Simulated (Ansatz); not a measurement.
A geometry relaxed with PBE0-D3(BJ)/def2-TZVP (Ansatz, a first-principles code), charge 0, multiplicity 1:

```xyz
9

H     -1.6388    -0.0105     1.0507
H      2.3176    -0.4216    -0.0744
H      0.2900    -1.5723     0.4059
Cl     1.5052     1.7360    -0.5970
H     -1.1205     1.1178    -0.2138
H     -1.7778    -0.4724    -0.6383
C      1.3613     0.0797    -0.1343
C     -1.1489     0.0679     0.0756
C      0.2119    -0.5246     0.1256
```

Task: Write the SMILES of this molecule.

Result: `C/C=C\Cl`
